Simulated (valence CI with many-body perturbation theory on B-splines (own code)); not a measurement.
Hyperfine factors and g values of Te45+

Calculated by configuration interaction combined with many-body perturbation theory (CI+MBPT): five valence electrons over a frozen Dirac-Fock core [He], a basis of 11 s, 11 p, 10 d, 8 f, 5 g, 2 h functions for each j, with the one-electron correlation potential Σ1 (screened to all orders), the two-electron term Σ2, the three-electron term Σ3, Breit, model QED; selected single and double excitations, second order for the rest, scaled by the run's own slope (own B-spline code, finite nucleus).

The last digits are not significant, and no measured levels were compared; by estimate large intervals hold to a few tenths of a per cent, small ones and those within an open d or f shell to about a per cent. Among the levels kept, up to 7200 cm⁻¹ of a level comes from second order outside the variational space, and about a tenth of that is noise between levels of different J, which matters for small intervals.

A/g_I is the dipole constant over the nuclear g factor μ/I (μ in nuclear magnetons, uniformly magnetised nucleus), B/Q the quadrupole constant per barn. Both hold the static response of the core; the bare values leave it out. Large factors of s and p1/2 electrons are usually good to 5 to 10 %; those of open d and f shells near neutrality can be off by tens of per cent, and small factors of p3/2, d and f electrons come from cancelling terms and can be off by a factor of two or in sign, in half-filled shells by more. B is blank for J = 1/2, where it vanishes, and for nearly pure S terms. Energies count from the lowest level.

Levels are named by their leading jj configuration (3d3/2^4 stands for four electrons in 3d with j = 3/2), which in mixed levels can hold well under half, so a name can repeat and another be missing. Letters in brackets count levels of one name in rising energy.

```
                             Level  E (× 10³ cm⁻¹)      g  A/g_I (MHz)  A/g_I bare  B/Q (MHz/b)  B/Q bare
        (2s^2 2p1/2^2 2p3/2) J=3/2            0.00  1.368       250000      259000       460000    461000
        (2s^2 2p1/2 2p3/2^2) J=3/2          2180.7  1.437       -21400      -10600        72500     72600
        (2s^2 2p1/2 2p3/2^2) J=5/2          2337.5  1.182       556000      559000        -2130     -2130
        (2s^2 2p1/2 2p3/2^2) J=1/2          2574.6  0.643      1720000     1710000                       
        (2s 2p1/2^2 2p3/2^2) J=5/2          3849.7  1.487      1270000     1260000       154000    154000
        (2s 2p1/2^2 2p3/2^2) J=1/2          4374.6  2.117      5200000     5130000                       
        (2s 2p1/2^2 2p3/2^2) J=3/2          4387.0  1.210      -703000     -676000      -144000   -145000
              (2s^2 2p3/2^3) J=3/2          4764.4  1.281       274000      281000      -534000   -536000
      (2s 2p1/2 2p3/2^3) J=3/2 [a]          6190.9  1.543      1230000     1220000      -389000   -390000
          (2s 2p1/2 2p3/2^3) J=5/2          6442.7  1.278      1580000     1570000      -656000   -658000
          (2s 2p1/2 2p3/2^3) J=1/2          6719.3  1.432     -1660000    -1610000                       
      (2s 2p1/2 2p3/2^3) J=3/2 [b]          6811.4  1.065       103000      117000       -70600    -70800
           (2p1/2^2 2p3/2^3) J=3/2          8657.8  1.317       249000      263000      -497000   -498000
                (2s 2p3/2^4) J=1/2          9041.6  1.734      5240000     5160000                       
             (2p1/2 2p3/2^4) J=1/2           10999  0.643      1730000     1710000                       
           (2s^2 2p1/2^2 3s) J=1/2           34037  2.021      1500000     1490000                       
        (2s^2 2p1/2^2 3p1/2) J=1/2           34542  0.658       490000      487000                       
        (2s^2 2p1/2^2 3p3/2) J=3/2           35286  1.332        74600       77200       131000    131000
        (2s^2 2p1/2^2 3d3/2) J=3/2           35781  0.784        43700       43600        20400     20600
        (2s^2 2p1/2^2 3d5/2) J=5/2           36032  1.199        21300       21400        14300     14700
   (2s^2 2p1/2 2p3/2 3s) J=3/2 [a]           36263  1.670       386000      390000       319000    319000
       (2s^2 2p1/2 2p3/2 3s) J=1/2           36318  1.297      -628000     -607000                       
       (2s^2 2p1/2 2p3/2 3s) J=5/2           36396  1.336       799000      798000       417000    418000
   (2s^2 2p1/2 2p3/2 3s) J=3/2 [b]           36429  0.987       508000      514000       261000    261000
    (2s^2 2p1/2 2p3/2 3p1/2) J=1/2           36764  1.715      -293000     -276000                       
(2s^2 2p1/2 2p3/2 3p1/2) J=3/2 [a]           36807  1.144       374000      378000        86600     86800
    (2s^2 2p1/2 2p3/2 3p1/2) J=5/2           36901  1.083       604000      605000       414000    415000
(2s^2 2p1/2 2p3/2 3p1/2) J=3/2 [b]           37087  1.348       386000      393000       454000    455000
(2s^2 2p1/2 2p3/2 3p3/2) J=5/2 [a]           37427  1.441       122000      127000       540000    541000
(2s^2 2p1/2 2p3/2 3p3/2) J=1/2 [a]           37480  1.640      -411000     -401000                       
(2s^2 2p1/2 2p3/2 3p3/2) J=3/2 [a]           37526  1.177       513000      513000      -314000   -314000
    (2s^2 2p1/2 2p3/2 3p3/2) J=7/2           37580  1.241       391000      394000       562000    563000
(2s^2 2p1/2 2p3/2 3p3/2) J=3/2 [b]           37615  1.396       262000      267000        94900     95100
(2s^2 2p1/2 2p3/2 3p3/2) J=5/2 [b]           37681  1.367       870000      867000       134000    134000
(2s^2 2p1/2 2p3/2 3p3/2) J=5/2 [c]           37772  1.464       950000      947000       322000    323000
(2s^2 2p1/2 2p3/2 3p3/2) J=1/2 [b]           37813  0.662      1630000     1620000                       
   (2s 2p1/2^2 2p3/2 3s) J=3/2 [a]           37889  1.504      1430000     1430000       267000    267000
(2s^2 2p1/2 2p3/2 3d3/2) J=3/2 [a]           38015  0.937       112000      114000      -241000   -241000
(2s^2 2p1/2 2p3/2 3d3/2) J=5/2 [a]           38030  0.978       272000      274000       -42100    -42100
(2s^2 2p1/2 2p3/2 3d3/2) J=1/2 [a]           38043  0.233       380000      369000
```

Q: Take the isotope of mass number 125, with I = 1/2, μ = -0.887 μN. What is the hyperfine structure of (2s 2p1/2^2 2p3/2^2) J=1/2?

A: From the table A = -9220000 MHz. Shifts from the centre of gravity in MHz: F = 0: 6920000, F = 1: -2300000.
